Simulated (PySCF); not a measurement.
Species: (BeSe)2 ring, Be2Se2.
Bonds: Be1–Se2, Be1–Se4, Se2–Be3, Be3–Se4.

Level of theory: PBE0-D3(BJ)/def2-SVP geometry optimisation, gas phase in PySCF 2.14.0.

(1) List the bond lengths, angles and torsions at this level.

Answers

(1) 
```tsv
bond	length (Å)
Be1–Se2 and 3 like bonds	2.069
```

Bonds in one row agree within 0.01 Å and their mean is given. A selection of angles:
```tsv
angle	degrees
Se2–Be1–Se4	120.8
Be1–Se2–Be3	59.2
```

Torsions: Se4–Be1–Se2–Be3 0° (synperiplanar); Se2–Be1–Se4–Be3 0° (synperiplanar); Be1–Se2–Be3–Se4 0° (synperiplanar); Se2–Be3–Se4–Be1 0° (synperiplanar).

All 4 Be–Se bonds measure 2.069 to 2.070 Å. The 4 heavy atoms lie in one plane (0.000 Å rms).

Point group: D2h (every atom within 0.08 Å of its image). No PBE0-D3(BJ)/def2-SVP frequencies stand behind this structure, so it isn't proved a minimum. One conformer, not necessarily the lowest.

Hardware: one thread, Arm Neoverse V2, on a shared host. Cost: 21 s of wall time. This is the geometry optimisation.
